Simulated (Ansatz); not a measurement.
IrO3, SMILES [O]=[Ir](=[O])=[O] (connectivity only; charge and spin as stated), neutral, multiplicity 2. Atoms are numbered in the order given.

```xyz
4

Ir    -0.0001     0.0000     0.0246
O      0.0000     0.0000     1.7722
O      0.0000    -1.5538    -0.6578
O      0.0000     1.5538    -0.6578
```
Charge 0, spin multiplicity 2.

Geometry: B3LYP-D3(BJ)/def2-TZVP. The multiplicity is an assumed one; other spin states were not compared. The def2 effective core potentials stand for the cores of Ir; spin–orbit coupling is left out.

Two levels are set side by side: PBE-D3(BJ)/def2-TZVP (Ansatz, a first-principles code) and B3LYP-D3(BJ)/def2-TZVP (Ansatz). Each level has its own optimised geometry; the coordinates shown are those of the second. Differences are taken from unrounded values.

| quantity | B3LYP-D3(BJ) | PBE-D3(BJ) | PBE-D3(BJ) minus B3LYP-D3(BJ) |
|---|---|---|---|
| mean bond length (Å) | 1.714 | 1.725 | 0.011 |
| bond Ir1–O2 (Å) | 1.748 | 1.752 | 0.004 |
| bond Ir1–O3 (Å) | 1.697 | 1.712 | 0.015 |
| bond Ir1–O4 (Å) | 1.697 | 1.712 | 0.015 |

GGA bonds tend to be longer and softer than those of functionals with exact exchange. Differences between two approximate levels are no errors against the true value.
